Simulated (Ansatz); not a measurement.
Harmonic frequencies (cm⁻¹) at PBE0-D4/def2-TZVP from Ansatz: 66, 139, 161, 182, 186, 190, 647, 670, 676, 688, 892, 3867.

Each molecule was computed in one conformer, which needn't be the lowest.

Problem. Which molecule is it?
A. `[Cl][SnH2][SeH]`
B. `[F][Sn]([F])([Cl])[Cl]`
C. `[OH][SnH2][OH]`
D. `[OH][Sn]([F])([F])[F]`

Solution. D.
